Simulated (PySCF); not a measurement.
# RbCa⁺: energy against distance

Set-up: Rb def2-SVP with ECP28, Ca def2-SVP; scalar-relativistic core potentials (PySCF 2.14). Energies in eV from Rb⁺ + Ca in their ground configurations at the same level. State: ¹Σ⁺ (singlet), closed shell.

```
R (Å)    B97-3  RHF-CCSD
3.723  -0.2575          
3.896  -0.3420   -0.3572
4.069  -0.3899   -0.4080
4.199  -0.4077   -0.4278
4.329  -0.4137   -0.4358
4.459  -0.4108   -0.4347
4.632  -0.3967   -0.4230
4.848  -0.3687   -0.3973
5.108  -0.3275   -0.3579
5.455  -0.2707
```

**Question.** Put a parabola through the three lowest points of the B97-3 curve and estimate Re, k and ωe (reduced mass 27.17 u; 1 eV/Å² = 0.16022 mdyn/Å; ωe = 1302.8·√(k/μ) cm⁻¹).

**Answer.** Through R = 4.199, 4.329, 4.459 Å the second-order coefficient is 0.263 eV/Å², so Re ≈ 4.352 Å, k ≈ 0.0844 mdyn/Å and ωe ≈ 73 cm⁻¹. A polynomial fit of higher order to the unrounded B97-3 energies gives Re = 4.346 Å, k = 0.0822 mdyn/Å, ωe = 71.7 cm⁻¹; anharmonicity and rounding make the difference.

The higher-order fit for each curve: B97-3: Re = 4.346 Å, ωe = 71.7 cm⁻¹, De = 0.414 eV; RHF-CCSD: Re = 4.375 Å, ωe = 69.8 cm⁻¹, De = 0.436 eV.

Correlated steps freeze 5 core orbitals. Closed-shell solutions of metal pairs were not tested for spin polarisation, which can lower them a little. Correlated levels converge slowly with the basis: in double zeta they bind strong bonds too weakly, by up to about 1 eV, and carry superposition errors of some tenths. For an ion De counts to the pair picked by the measured ionisation energies or electron affinities, which need not be the lowest pair at this level.
